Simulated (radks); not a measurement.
The numbers below are computed, except where a source is named.
Ionisation of the zirconium ion Zr+, [Kr] 4d2 5s1, to Zr2+, [Kr] 4d2, under several functionals. Scalar-relativistic Kohn-Sham, spin-polarised, spherical densities, point nucleus; open shells are filled with parallel spins first (spin-orbit coupling, left out, can overturn this in heavy ions); a radial shooting solver on a logarithmic mesh with Libxc functionals.

functional,E(Zr+) (hartree),Exc (hartree),IE (eV),-e(HOMO) (eV),<r> HOMO (bohr),IE error (eV)
PBEsol,-3596.26926,-111.71508,13.483,10.595,3.344,+0.353
PW91,-3598.97169,-114.45488,13.532,10.609,3.358,+0.402
HCTH/407,-3600.64232,-116.27592,13.208,10.490,3.334,+0.078
B86b exchange with PBE correlation,-3598.84283,-114.32288,13.488,10.558,3.362,+0.358
PBE,-3598.31582,-113.78890,13.461,10.535,3.365,+0.331
exchange-only B88,-3596.92029,-112.36267,13.178,9.947,2.184,+0.048
exchange-only LDA,-3590.77144,-106.13511,13.138,9.842,2.191,+0.008

NIST Atomic Spectra Database: 13.130 eV (measured). Closest: exchange-only LDA. The Delta-SCF values span 0.39 eV, the total energies 9.87 hartree. The highest occupied level is 5s. Open shells are spherical and high-spin; term and fine-structure splittings are not resolved.
